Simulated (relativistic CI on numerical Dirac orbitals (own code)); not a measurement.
Sensitivity of the levels of W VI to α and to the nuclear radius

Calculated at this level of theory: Dirac-Coulomb-Breit CI, separate exchange-only KLI orbitals for each configuration, valence Slater integrals scaled by 0.85, P86 correlation energy added to each configuration, derivatives by finite differences, QED left out (own radial code, finite nucleus).

CI space (outside the closed core [Kr] 4d10 5s2): 4f¹⁴5p⁶5d, 4f¹⁴5p⁶6s, 4f¹⁴5p⁶5f, 4f¹⁴5p⁶6p, 4f¹⁴5p⁵5d², 4f¹⁴5p⁶6d, 4f¹³5p⁶5d². Double excitations out of closed p, d and f shells are left out; levels of such configurations are missing from the list, as are those of other unlisted configurations, and high levels can miss mixing partners.

With x = (α/α₀)² − 1 an excitation energy changes as ω = ω₀ + qx; K = 2q/ω₀ is the relative enhancement. Terms are leading LS components, so labels can repeat. The field-shift factor is F = δν/δ⟨r²⟩ for the transition from the lowest level.

Lowest level 4f¹⁴5p⁶5d ²D3/2.

| Level | ω₀ (cm⁻¹) | q (cm⁻¹) | K | F (GHz/fm²) |
| --- | --- | --- | --- | --- |
| 4f¹⁴5p⁶5d ²D5/2 | 8010.4 | 7257 | 1.81 | 0.815 |
| 4f¹⁴5p⁶6s ²S1/2 | 84638.4 | -39520 | -0.934 | 69.7 |
| 4f¹⁴5p⁶6p ²P°1/2 | 151389.9 | -30480 | -0.403 | 13.4 |
| 4f¹⁴5p⁶6p ²P°3/2 | 167988.8 | -10200 | -0.121 | 10.7 |
| 4f¹⁴5p⁶6d ²D3/2 | 261961.2 | -8428 | -0.0643 | 10.6 |
| 4f¹⁴5p⁶5f ²F°5/2 | 262844.2 | -4648 | -0.0354 | 11.2 |
| 4f¹⁴5p⁶5f ²F°7/2 | 263540.4 | -4334 | -0.0329 | 11.3 |
| 4f¹⁴5p⁶6d ²D5/2 | 264584.6 | -5764 | -0.0436 | 10.6 |
| 4f¹³5p⁶5d² ⁴D°5/2 | 279652.5 | -74300 | -0.531 | 29.7 |
| 4f¹³5p⁶5d² ⁴F°7/2 | 279878.5 | -75230 | -0.538 | 29.7 |
| 4f¹³5p⁶5d² ⁴P°3/2 | 279928.4 | -73900 | -0.528 | 29.5 |
| 4f¹³5p⁶5d² ²I°11/2 | 282642.6 | -76010 | -0.538 | 29.9 |
| 4f¹³5p⁶5d² ⁴H°9/2 | 283729.9 | -75200 | -0.53 | 29.9 |
| 4f¹³5p⁶5d² ⁴F°9/2 | 286779.3 | -68210 | -0.476 | 30.4 |
| 4f¹³5p⁶5d² ⁴P°1/2 | 286985.3 | -67110 | -0.468 | 30.2 |
| 4f¹³5p⁶5d² ⁴P°5/2 | 287997.9 | -65300 | -0.453 | 29.9 |
| 4f¹³5p⁶5d² ⁴D°7/2 | 288669.1 | -68740 | -0.476 | 30.5 |
| 4f¹³5p⁶5d² ⁴I°13/2 | 288672.4 | -69020 | -0.478 | 30.6 |
| 4f¹³5p⁶5d² ⁴S°3/2 | 288939.4 | -67160 | -0.465 | 30.4 |
| 4f¹³5p⁶5d² ⁴H°11/2 | 290446.1 | -68700 | -0.473 | 30.6 |
| 4f¹³5p⁶5d² ²F°7/2 | 291863.9 | -67480 | -0.462 | 30.5 |
| 4f¹³5p⁶5d² ⁴I°15/2 | 293243.2 | -66120 | -0.451 | 30.9 |
| 4f¹³5p⁶5d² ²P°3/2 | 293607.1 | -63530 | -0.433 | 30.2 |

At this charge configurations can still be misplaced by up to about 7 % of their energy. Levels and lines within the n = 5 or 6 shells can be off by up to 10 % or somewhat more, and those that change n by about 2 %, since core polarisation is missing. Levels that differ in their count of f electrons can be misplaced by several ten thousand cm⁻¹, since the correlation energy of f electrons is missing or only estimated; rates across such gaps can be off by orders of magnitude.
